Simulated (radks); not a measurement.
Values are calculated unless marked as measured or tabulated.
Species: neutral lithium. Configuration: [He] 2s1. Level of theory: scalar-relativistic Kohn-Sham, PBEsol, spin-unpolarised, spherical densities, finite nucleus; Fermi nuclear charge, rms radius 2.444 fm; without spin polarisation the odd electron is poorly described (a radial shooting solver on a logarithmic mesh with Libxc functionals).

Local quantities along the radius. ELF = 1/(1 + alpha^2) is the electron localisation function; alpha = (tau - tau_W)/tau_unif compares the Pauli kinetic energy density with that of the uniform gas. tau is taken from the large components.

```
   r/bohr * ELF (the largest magnitude, 1, reaches the edge; | marks zero)
  0.02071 |                                                      *
  0.02298 |                                                      *
   0.0255 |                                                      *
  0.02853 |                                                      *
  0.03165 |                                                      *
  0.03512 |                                                      *
  0.03928 |                                                      *
  0.04359 |                                                      *
  0.04837 |                                                      *
  0.05367 |                                                      *
  0.06003 |                                                      *
  0.06661 |                                                      *
  0.07391 |                                                      *
  0.08266 |                                                      *
  0.09172 |                                                      *
   0.1018 |                                                      *
   0.1138 |                                                      *
   0.1263 |                                                      *
   0.1402 |                                                      *
   0.1568 |                                                      *
    0.174 |                                                      *
    0.193 |                                                      *
   0.2159 |                                                      *
   0.2396 |                                                      *
   0.2658 |                                                      *
   0.2973 |                                                      *
   0.3299 |                                                      *
   0.3661 |                                                      *
   0.4094 |                                                      *
   0.4543 |                                                      *
   0.5041 |                                                      *
   0.5594 |                                                      *
   0.6256 |                                                      *
   0.6942 |                                                      *
   0.7703 |                                                      *
   0.8616 |                                                     *
    0.956 |                                                 *
    1.061 |                                    *
    1.187 |             *
    1.317 |   *
    1.461 |*
    1.634 |*
    1.813 |*
    2.012 |  *
     2.25 |            *
    2.497 |                                     *
    2.771 |                                                   *
    3.099 |                                                      *
    3.438 |                                                      *
    3.815 |                                                      *
    4.268 |                                                      *
    4.735 |                                                      *
    5.254 |                                                      *
     5.83 |                                                      *
    6.521 |                                                      *
    7.236 |                                                      *
    8.029 |                                                      *
     8.98 |                                                      *
    9.965 |                                                      *
    11.06 |                                                      *
    12.37 |                                                      *
    13.72 |                                                      *
```

On this mesh the ELF has minima near r = 1.6 bohr, which separate the shells.
